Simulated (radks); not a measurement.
Charge is removed step by step from the 4s down level of neutral scandium, starting from [Ar] 3d1 4s(up 1, down 1). Method: non-relativistic Kohn-Sham, PBE, spin-polarised, spherical densities, point nucleus; open shells are filled with parallel spins first; computed with a radial shooting solver on a logarithmic mesh with Libxc functionals.

| removed (e) | E - E(0) (eV) | eigenvalue (eV) |
|---|---|---|
| 0 | 0.000 | -4.003 |
| 0.1 | 0.424 | -4.477 |
| 0.2 | 0.896 | -4.955 |
| 0.3 | 1.415 | -5.438 |
| 0.4 | 1.983 | -5.923 |
| 0.5 | 2.600 | -6.413 |
| 0.6 | 3.266 | -6.908 |
| 0.7 | 3.982 | -7.410 |
| 0.8 | 4.748 | -7.922 |
| 0.9 | 5.566 | -8.422 |

The mean slope of the eigenvalue, de/dn, is 4.91 eV per electron.
